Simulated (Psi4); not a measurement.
C5H13AlO, singlet, at a GFN2-xTB geometry (such geometries of metal compounds can be far from the true shape); CCSD(T)/STO-3G (Psi4).

The Psi4 input:
```
memory 2 GB

molecule {
0 1
  Al   -0.09792000    0.50141924    1.18315613
  C    -0.80551154   -0.68509344    2.63031368
  H    -1.70087429   -1.22275385    2.30551218
  H    -1.06728339   -0.13809615    3.53712470
  H    -0.07732687   -1.45061954    2.91301206
  C     0.16092902    2.47864507    1.34635718
  H     1.20598460    2.76089778    1.18984149
  H    -0.13549367    2.86543267    2.32241152
  H    -0.41657519    3.02219174    0.59309319
  O     0.32197567   -0.20914425   -0.24662367
  C     0.57727883   -0.78671879   -1.48968187
  C     0.40900217    0.25571812   -2.59394843
  C    -0.35434283   -1.97690219   -1.71322839
  H     1.61882108   -1.14356193   -1.49146852
  H    -0.61791606    0.61489941   -2.60174635
  H     0.64587025   -0.17546140   -3.56314641
  H     1.06893275    1.09920765   -2.40620809
  H    -0.22974159   -2.69695160   -0.90810866
  H    -1.38727974   -1.63525927   -1.71514579
  H    -0.13409727   -2.45911436   -2.66208438
}

set basis sto-3g
set puream true

energy('ccsd(t)')
print_variables()
```

It wrote (shortened):

```
   => Loading Basis Set <=

    Name: STO-3G
    Role: ORBITAL
    Keyword: BASIS

         ---------------------------------------------------------
                                   SCF
               by Justin Turney, Rob Parrish, Andy Simmonett
                          and Daniel G. A. Smith
                              RHF Reference
         ---------------------------------------------------------

  ==> Geometry <==

    Molecular point group: c1
    Full point group: C1

    Geometry (in Angstrom), charge = 0, multiplicity = 1:

       Center              X                  Y                   Z               Mass
    ------------   -----------------  -----------------  -----------------  -----------------
         AL          -0.107565467985     0.492390507348     1.151883921789    26.981538530000
         C           -0.815157007985    -0.694122172652     2.599041471789    12.000000000000
         H           -1.710519757985    -1.231782582652     2.274239971789     1.007825032230
         H           -1.076928857985    -0.147124882652     3.505852491789     1.007825032230
         H           -0.086972337985    -1.459648272652     2.881739851789     1.007825032230
         C            0.151283552015     2.469616337348     1.315084971789    12.000000000000
         H            1.196339132015     2.751869047348     1.158569281789     1.007825032230
         H           -0.145139137985     2.856403937348     2.291139311789     1.007825032230
         H           -0.426220657985     3.013163007348     0.561820981789     1.007825032230
         O            0.312330202015    -0.218172982652    -0.277895878211    15.994914619570
         C            0.567633362015    -0.795747522652    -1.520954078211    12.000000000000
         C            0.399356702015     0.246689387348    -2.625220638211    12.000000000000
         C           -0.363988297985    -1.985930922652    -1.744500598211    12.000000000000
         H            1.609175612015    -1.152590662652    -1.522740728211     1.007825032230
         H           -0.627561527985     0.605870677348    -2.633018558211     1.007825032230
         H            0.636224782015    -0.184490132652    -3.594418618211     1.007825032230
         H            1.059287282015     1.090178917348    -2.437480298211     1.007825032230
         H           -0.239387057985    -2.705980332652    -0.939380868211     1.007825032230
         H           -1.396925207985    -1.644288002652    -1.746417998211     1.007825032230
         H           -0.143742737985    -2.468143092652    -2.693356588211     1.007825032230

  Running in c1 symmetry.

  Rotational constants: A =      0.09817  B =      0.04011  C =      0.02988 [cm^-1]
  Rotational constants: A =   2943.01879  B =   1202.56066  C =    895.90250 [MHz]
  Nuclear repulsion =  365.529386440046835

  Charge       = 0
  Multiplicity = 1
  Electrons    = 64
  Nalpha       = 32
  Nbeta        = 32

  ==> Algorithm <==

  SCF Algorithm Type is PK.
  DIIS enabled.
  MOM disabled.
  Fractional occupation disabled.
  Guess Type is SAD.
  Energy threshold   = 1.00e-08
  Density threshold  = 1.00e-08
  Integral threshold = 1.00e-12

  ==> Primary Basis <==

  Basis Set: STO-3G
    Blend: STO-3G
    Number of shells: 36
    Number of basis functions: 52
    Number of Cartesian functions: 52
    Spherical Harmonics?: true
    Max angular momentum: 1

  ==> Integral Setup <==

  Using in-core PK algorithm.
   Calculation information:
      Number of atoms:                  20
      Number of AO shells:              36
      Number of primitives:            108
      Number of atomic orbitals:        52
      Number of basis functions:        52

      Integral cutoff                 1.00e-12
      Number of threads:                 1

  Performing in-core PK
  Using 1900262 doubles for integral storage.
  We computed 189637 shell quartets total.
  Whereas there are 222111 unique shell quartets.

  ==> DiskJK: Disk-Based J/K Matrices <==

[...]
  @RHF Final Energy:  -507.53797623769668
    Total Energy =                       -507.5379762376967392
[...]
     4        -0.425018587113848    3.846e-03    0.008558    0.059413    0.059413    0.137137
     5        -0.425030951370080    1.147e-03    0.008685    0.060646    0.060646    0.137308
     6        -0.424997851901519    4.006e-04    0.008730    0.061075    0.061075    0.137293
     7        -0.424983113354867    1.452e-04    0.008746    0.061228    0.061228    0.137269
     8        -0.424982691394197    4.430e-05    0.008750    0.061271    0.061271    0.137264
     9        -0.424982668106395    1.008e-05    0.008750    0.061277    0.061277    0.137263
    10        -0.424982455648663    3.447e-06    0.008751    0.061278    0.061278    0.137262
    11        -0.424982446472739    1.339e-06    0.008751    0.061278    0.061278    0.137262
    12        -0.424982412552167    4.308e-07    0.008751    0.061278    0.061278    0.137262
    13        -0.424982437946534    1.527e-07    0.008751    0.061278    0.061278    0.137262
    14        -0.424982444218314    5.822e-08    0.008751    0.061278    0.061278    0.137262

    Iterations converged.

    Largest TIA Amplitudes:
             30   0         0.0568200864
             28   1         0.0160135336
             25   1         0.0126605233
             31   6        -0.0122255219
             26   0         0.0115768524
             30   3        -0.0093494778
             29   6         0.0089605920
             31  17        -0.0084879335
             22   0        -0.0080454944
             30  18         0.0066695305

    Largest TIjAb Amplitudes:
     30  30   0   0        -0.0386590511
     24  24   9   9        -0.0362474335
     29  29   1   1        -0.0353680209
     20  20   8   8        -0.0343824357
     28  28   1   1        -0.0342125463
     22  24  10   9         0.0338774523
     24  22   9  10         0.0338774523
     22  22   9   9        -0.0330038582
     24  24  10  10        -0.0328617710
     22  24   9  10         0.0327940960

    SCF energy       (wfn)                    = -507.537976237696682
    Reference energy (file100)                = -507.537976237696796

    Opposite-spin MP2 correlation energy      =   -0.287132222769036
    Same-spin MP2 correlation energy          =   -0.040822788600961
    Singles MP2 correlation energy            =   -0.000000000000000
    MP2 correlation energy                    =   -0.327955011369997
      * MP2 total energy                      = -507.865931249066819

    Opposite-spin CCSD correlation energy     =   -0.389355287807231
    Same-spin CCSD correlation energy         =   -0.035627156411083
    Singles CCSD correlation energy           =    0.000000000000000
    CCSD correlation energy                   =   -0.424982444218314
      * CCSD total energy                     = -507.962958681915097

            **************************
            *                        *
            *        CCTRIPLES       *
            *                        *
            **************************

    Wave function   =    CCSD_T
    Reference wfn   =      RHF

    Nuclear Rep. energy (wfn)                =  365.529386440046835
    SCF energy          (wfn)                = -507.537976237696682
    Reference energy    (file100)            = -507.537976237696796
    CCSD energy         (file100)            =   -0.424982444218314
    Total CCSD energy   (file100)            = -507.962958681915097

    Number of ijk index combinations:             5984
    Approx. words needed per explicit thread:           32000
    Number of threads for explicit ijk threading:    1

    MKL num_threads set to 1 for explicit threading.

    (T) energy                                =   -0.006117742576193
      * CCSD(T) total energy                  = -507.969076424491277

  Variable Map:
  ----------------------------------------------------------------------------
[...]
  Array Variable Map:
  ----------------------------------------------------------------------------
[...]
[...]
```
